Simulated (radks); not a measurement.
Charge is removed step by step from the 2s1/2 level of the scandium ion Sc3+, starting from [Ar]. Calculated with a radial shooting solver on a logarithmic mesh with Libxc functionals: Dirac Kohn-Sham, PBE, spin-unpolarised, spherical densities, point nucleus.

removed (e),E - E(0) (eV),eigenvalue (eV),E minus straight line (eV)
0,0.000,-507.44,0.000
0.125,63.815,-513.61,-2.739
0.25,128.40,-519.81,-4.705
0.375,193.77,-526.06,-5.892
0.5,259.92,-532.34,-6.296
0.625,326.86,-538.65,-5.914
0.75,394.58,-545.00,-4.739
0.875,463.11,-551.38,-2.770
1,532.43,-557.80,0.000

Removing the whole electron costs 532.43 eV by Delta-SCF, against 507.44 eV from minus the eigenvalue at the starting occupation. Slater's transition state (half an electron removed) gives 532.34 eV. Integrating minus the eigenvalue over the occupation (Janak's theorem) gives 532.43 eV. The mean slope of the eigenvalue, de/dn, is 50.4 eV per electron.
